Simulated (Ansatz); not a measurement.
`CCCCCCCCCCCC[Si](C)(C)Cl`, relaxed as a singlet with RKS PBE-D4/def2-SVP in Ansatz, starting from the GFN2-xTB geometry. Force threshold 0.03 eV/Å.

Start:

```csv
atom,x (Å),y (Å),z (Å)
C1,-1.181,-2.578,-6.791
C2,-1.778,-1.766,-5.648
C3,-0.698,-1.133,-4.773
C4,-1.305,-0.343,-3.617
C5,-0.273,0.413,-2.778
C6,0.772,-0.467,-2.089
C7,0.206,-1.553,-1.171
C8,-0.708,-1.043,-0.056
C9,-0.016,-0.081,0.907
C10,-0.927,0.292,2.074
C11,-0.333,1.350,3.005
C12,0.904,0.853,3.754
Si13,1.601,2.101,5.022
C14,3.139,1.360,5.870
C15,0.293,2.592,6.318
Cl16,2.163,3.789,4.017
H17,-1.967,-3.021,-7.398
H18,-0.554,-3.379,-6.404
H19,-0.569,-1.944,-7.429
H20,-2.404,-2.416,-5.032
H21,-2.419,-0.982,-6.058
H22,-0.053,-1.922,-4.383
H23,-0.081,-0.469,-5.383
H24,-1.872,-1.022,-2.979
H25,-2.012,0.385,-4.024
H26,0.253,1.121,-3.424
H27,-0.803,0.998,-2.024
H28,1.387,-0.952,-2.850
H29,1.434,0.181,-1.511
H30,1.049,-2.084,-0.720
H31,-0.346,-2.280,-1.769
H32,-1.066,-1.906,0.512
H33,-1.584,-0.556,-0.488
H34,0.273,0.829,0.378
H35,0.894,-0.555,1.281
H36,-1.156,-0.606,2.654
H37,-1.870,0.671,1.671
H38,-1.097,1.643,3.729
H39,-0.074,2.239,2.426
H40,1.683,0.612,3.030
H41,0.652,-0.081,4.258
H42,3.580,2.062,6.571
H43,2.890,0.459,6.421
H44,3.904,1.101,5.144
H45,0.708,3.276,7.053
H46,-0.556,3.089,5.856
H47,-0.081,1.724,6.852
```

```
step  energy (eV)  largest force component (eV/Å)  SCF passes
   1  -35380.6749                           1.591          22
   2  -35380.9878                           0.296          19
   3  -35381.0164                           0.105          19
   4  -35381.0185                           0.017          20
```

Force components are those of the run's own axes.

End:

```
atom   x (Å)   y (Å)   z (Å)
  C1  -1.206  -2.612  -6.836
  C2  -1.788  -1.787  -5.686
  C3  -0.722  -1.134  -4.799
  C4  -1.301  -0.313  -3.642
  C5  -0.256   0.427  -2.793
  C6   0.793  -0.464  -2.108
  C7   0.225  -1.561  -1.191
  C8  -0.693  -1.067  -0.063
  C9  -0.035  -0.085   0.913
 C10  -0.945   0.311   2.081
 C11  -0.344   1.342   3.048
 C12   0.897   0.854   3.814
Si13   1.601   2.076   5.071
 C14   3.144   1.382   5.897
 C15   0.313   2.593   6.345
Cl16   2.166   3.812   4.011
 H17  -2.001  -3.071  -7.459
 H18  -0.562  -3.434  -6.457
 H19  -0.578  -1.986  -7.504
 H20  -2.440  -2.433  -5.055
 H21  -2.458  -0.997  -6.094
 H22  -0.049  -1.928  -4.403
 H23  -0.073  -0.480  -5.426
 H24  -1.914  -0.979  -2.994
 H25  -2.017   0.433  -4.054
 H26   0.275   1.163  -3.437
 H27  -0.783   1.035  -2.025
 H28   1.433  -0.946  -2.879
 H29   1.483   0.186  -1.527
 H30   1.076  -2.121  -0.744
 H31  -0.329  -2.306  -1.804
 H32  -1.060  -1.949   0.508
 H33  -1.606  -0.598  -0.493
 H34   0.277   0.837   0.374
 H35   0.905  -0.539   1.301
 H36  -1.231  -0.603   2.651
 H37  -1.897   0.717   1.670
 H38  -1.129   1.646   3.774
 H39  -0.080   2.267   2.487
 H40   1.720   0.595   3.112
 H41   0.664  -0.085   4.369
 H42   3.586   2.121   6.595
 H43   2.895   0.466   6.473
 H44   3.912   1.118   5.142
 H45   0.741   3.318   7.066
 H46  -0.561   3.070   5.857
 H47  -0.046   1.708   6.913
```

By distances, no bond broke or formed. The bond that changes most is Si13–Cl16, from 2.04 to 2.11 Å (atoms count from 1).

No frequencies were taken in this run, so the end may be a saddle point.

It took 20 s on 2 threads of AMD EPYC 7R13 on a shared host and a share (18 GiB) of an NVIDIA H100 80GB HBM3, peak host memory 1.1 GiB.
